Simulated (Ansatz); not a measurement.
Consider the formal hydrolysis of the Si–C bond: `C#C[SiH2]CN` + H₂O → `C#C[SiH2]O` + CH₃NH₂.

Computed with Ansatz on PBE0-D4/def2-TZVP structures; ΔE is electronic, products minus reactants. CCSD(T)/CBS adds triple-zeta CCSD(T) − MP2 to the extrapolated MP2 energy (def2 sets, frozen cores). This one scheme is used for every species. Each species was taken in one conformer, which may not be the lowest.

`C#C[SiH2]CN`:

```xyz
12

C     1.956    1.203   -1.489
C     1.004    0.486   -1.305
Si   -0.439   -0.588   -0.960
C    -0.633   -0.723    0.903
N    -0.740    0.605    1.490
H     2.797    1.835   -1.664
H    -1.636    0.020   -1.590
H    -0.185   -1.926   -1.555
H    -1.564   -1.273    1.086
H     0.182   -1.348    1.302
H     0.087    1.153    1.285
H    -0.829    0.557    2.497
```

H₂O:

Cartesian coordinates in Å:
```
O -0.151 -0.219 -0.284
H 0.764 0.047 -0.177
H -0.613 0.172 0.461
```

`C#C[SiH2]O`:

Cartesian coordinates in Å:
```
C 1.873 -1.075 0.071
C 0.912 -0.357 -0.057
Si -0.557 0.712 -0.261
O -1.722 0.340 0.834
H 2.726 -1.705 0.185
H -1.032 0.537 -1.657
H -0.191 2.120 -0.006
H -2.009 -0.573 0.890
```

CH₃NH₂:

Z-matrix (Å, degrees):
```
C
N 1 1.453
H 1 1.092 2 109.4
H 1 1.100 2 115.4 3 -121.6
H 1 1.092 2 109.4 3 116.8
H 2 1.012 1 110.6 3 62.6
H 2 1.012 1 110.6 3 -179.3
```

| species | HF/CBS(def2) energy (Eh) |
| --- | --- |
| `C#C[SiH2]CN` | -461.09923 |
| H₂O | -76.06721 |
| `C#C[SiH2]O` | -441.95085 |
| CH₃NH₂ | -95.26299 |

Problem. Work out ΔE.

Solution. ΔE = (-441.95085) + (-95.26299) − (-461.09923) − (-76.06721) = -0.04740 Eh = -124.4 kJ/mol. CCSD(T)/CBS gives -97.2 kJ/mol.

Largest T1 diagnostic among the species: 0.012.

The D4 term adds +8.3 kJ/mol with B3LYP and +4.8 kJ/mol with PBE0; it sums over pairs of atoms, weighted by their polarisabilities, and B3LYP, whose exchange is more repulsive, gets the larger term. In def2-TZVPP, CCSD(T) changes the Hartree–Fock value by +24.1 kJ/mol (the triples alone add +3.1 kJ/mol) and MP2 by +23.8 kJ/mol.

B3LYP here is the variant with VWN-RPA as its local correlation; programs differ in this.
